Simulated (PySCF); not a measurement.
PySCF 2.14 output of a UHF calculation on a single atom or ion in aug-cc-pVTZ-PP with one added diffuse shell each of s, p, d, f, g type with ECP60MDF (7s7p6d4f3g, 113 functions), with a scalar-relativistic core potential:

```
SCF conv_tol = 1e-09
number electrons alpha = 9  beta = 5
cycle= 1 E= -77.4637539556694  delta_E= -0.00552  |g|= 0.0251  |ddm|= 0.0645
cycle= 2 E= -77.4647495361255  delta_E= -0.000996  |g|= 0.0135  |ddm|= 0.0419
cycle= 3 E= -77.4657213558947  delta_E= -0.000972  |g|= 0.012  |ddm|= 0.0486
cycle= 4 E= -77.4693084513495  delta_E= -0.00359  |g|= 0.0123  |ddm|= 0.234
cycle= 5 E= -77.469435063041  delta_E= -0.000127  |g|= 0.0104  |ddm|= 0.00973
cycle= 6 E= -77.4708448109333  delta_E= -0.00141  |g|= 0.00595  |ddm|= 0.162
cycle= 7 E= -77.4714559036769  delta_E= -0.000611  |g|= 0.00943  |ddm|= 0.159
cycle= 8 E= -77.471434071522  delta_E= 2.18e-05  |g|= 0.0109  |ddm|= 0.00313
cycle= 9 E= -77.4716029634898  delta_E= -0.000169  |g|= 0.0043  |ddm|= 0.0764
cycle= 10 E= -77.471629629817  delta_E= -2.67e-05  |g|= 0.00156  |ddm|= 0.033
cycle= 11 E= -77.471632930422  delta_E= -3.3e-06  |g|= 0.000301  |ddm|= 0.0116
cycle= 12 E= -77.4716331273323  delta_E= -1.97e-07  |g|= 0.000185  |ddm|= 0.0029
cycle= 13 E= -77.4716331869489  delta_E= -5.96e-08  |g|= 2.38e-05  |ddm|= 0.00205
cycle= 14 E= -77.4716331878692  delta_E= -9.2e-10  |g|= 6.03e-07  |ddm|= 0.000278
converged SCF energy = -77.4716331878692  <S^2> = 6.0100895  2S+1 = 5.0040342
```

The run itself started from symmetry-adapted Hartree-Fock orbitals and held the occupation by maximum overlap, so the iterations belong to that start.

Problem. Which element, charge and spin multiplicity is this?

Solution. Re⁺ (rhenium, charge +1), multiplicity 5; the state was [Xe] 4f14 5d4 6s2, high-spin 5D determinant (an excited configuration).

⟨L²⟩ = 8.54 against 6 for a pure D term, so this real determinant mixes terms. Energies and moments cover only the electrons outside the core potential. Spin-orbit coupling, absent here, splits the open shell strongly. The s, p, d and f populations moved away from the nominal configuration during the SCF.
